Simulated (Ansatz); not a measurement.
All numbers were calculated with Ansatz.

A structure relaxed at PBE0-D4/def2-TZVP, charge 0, multiplicity 1:

```csv
atom,x (Å),y (Å),z (Å)
C1,0.027,-0.837,1.332
Hf2,0.150,0.088,-0.673
O3,-1.662,0.351,-1.201
O4,1.117,1.708,-0.404
Br5,1.377,-1.539,-2.179
H6,-0.509,-1.792,1.288
H7,1.028,-1.035,1.733
H8,-0.496,-0.196,2.049
H9,-2.496,0.659,-1.540
H10,1.464,2.594,-0.404
```

Give its formula and SMILES.

CH5BrHfO2, `[CH3][Hf]([OH])([OH])[Br]`.

Point group (tolerance 0.08 Å, 0.16 Å for H)?

Cs.

Summarise the bond lengths by kind.

1 × C–Hf 2.211 Å; 3 × C–H 1.095 to 1.096 Å; 2 × Hf–O 1.906 Å; 1 × Br–Hf 2.533 Å; 2 × H–O 0.951 Å.
